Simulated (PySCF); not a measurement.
HISZn, SMILES [I][Zn][SH]. Atoms are numbered in the order given.

```xyz
4

Zn     0.0225    -0.9161     0.0000
I     -0.0064     1.5109     0.0000
S      0.0597    -3.0894     0.0000
H     -1.2914    -3.1652     0.0000
```

Geometry: PBE0-D3(BJ)/def2-SVP. The def2 effective core potentials stand for the cores of I; spin–orbit coupling is left out. One conformer was computed; it need not be the lowest.

Level of theory: PBE/def2-TZVPD (PySCF).

Mulliken values depend strongly on the basis, most of all with diffuse functions as here. ESP charges are fitted to the potential on shells at 1.4 to 2.0 van der Waals radii. Atomic charges (e):

```csv
atom,Mulliken,ESP fit
Zn1,0.00,?
I2,0.02,?
S3,-0.22,?
H4,0.19,?
```

Question: Fill in the missing entries. (Estimate from the structure and the level; the computed values follow.)

Answer: 
- Zn1, ESP fit: 0.42
- I2, ESP fit: -0.22
- S3, ESP fit: -0.33
- H4, ESP fit: 0.13
